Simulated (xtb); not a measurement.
Ga(Cl)(SH)2 (ClGaH2S2), SMILES [Cl][Ga]([SH])[SH]. All values are semi-empirical tight-binding results from xtb (GFN2-xTB unless named), good for trends rather than for accurate numbers. Coordinates come from a GFN2-xTB optimisation. The structure was generated by enumeration; whether it is a known compound was not checked. The values are those of a single conformer.

Optimised geometry:

```xyz
6

Ga     0.0000     0.0000    -0.0522
Cl     0.0000     0.0000    -2.1389
S     -1.9577    -0.0114     1.0475
H     -1.4013     0.2553     2.2289
S      1.9577     0.0114     1.0475
H      1.4013    -0.2553     2.2289
```
Charge 0, spin multiplicity 1.

For metal compounds this method's bond lengths and energies can be far off.

**Question.** Estimate the properties. (An estimate is asked for; the answer gives what the named calculation found.)

**Answer.** 
```
Quantity                                        Value
-------------------------------------  --------------
point group as xtb finds it                        C2
orbital gap                                   3.26 eV
zero-point energy                       10.9 kcal/mol
G − E(el) at 298.15 K (modified RRHO)  -10.2 kcal/mol
```

Computed atomic charges and the Wiberg bond orders between heavy atoms:
charges (e) Ga1 0.07, Cl2 -0.06, S3 -0.21, H4 0.20, S5 -0.21, H6 0.20. Bond orders Ga1–Cl2 1.30, Ga1–S3 1.07, Ga1–S5 1.07.
